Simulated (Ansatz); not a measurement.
Frontier orbitals of CH₇BSi₂ (`B1C[SiH2][SiH2]1`).

Z-matrix (Å, degrees):
```
Si
C 1 1.942
B 1 2.220 2 42.7
Si 1 2.406 2 85.1 3 29.9
H 1 1.482 2 108.1 3 136.7
H 1 1.480 2 116.6 3 -95.8
H 2 1.091 1 103.1 3 -118.6
H 2 1.087 1 118.1 3 117.2
H 3 1.203 1 107.8 2 -112.6
H 4 1.486 1 103.9 2 95.9
H 4 1.481 1 122.4 2 -135.9
```

Charge 0, multiplicity 1. The geometry is a stationary point of PBE0-D4/def2-TZVP. Basis def2-TZVPP, the Gaussian-basis code of Ansatz.

| functional | HOMO (eV) | LUMO (eV) |
| --- | --- | --- |
| PBE | -5.93 | -2.17 |

(1) Give HOMO and LUMO (eV) with LDA (SPW92), revPBE, BLYP, r2SCAN, B97M-V, PBE0, B3LYP, r2SCANh, r2SCAN0, HSE06 (plane-wave form), BHLYP, CAM-B3LYP, LC-ωPBE, ωB97X-V, ωB97M-V, HF. (An estimate is asked.)

Results:

(1) Computed: 
```tsv
functional	HOMO	LUMO
LDA (SPW92)	-6.04	-2.34
revPBE	-5.88	-2.09
BLYP	-5.76	-1.96
r2SCAN	-6.11	-1.94
B97M-V	-6.18	-2.03
PBE0	-6.88	-1.29
B3LYP	-6.68	-1.42
r2SCANh	-6.47	-1.63
r2SCAN0	-7.00	-1.17
HSE06 (plane-wave form)	-6.49	-1.66
BHLYP	-7.69	-0.24
CAM-B3LYP	-8.06	-0.15
LC-ωPBE	-9.32	0.85
ωB97X-V	-9.01	0.80
ωB97M-V	-8.84	0.60
HF	-8.96	2.09
```

B3LYP here is the variant with VWN-RPA as its local correlation; programs differ in this. LC-ωPBE has ω = 0.4 bohr⁻¹. Positive LUMOs are unbound and depend on the basis.
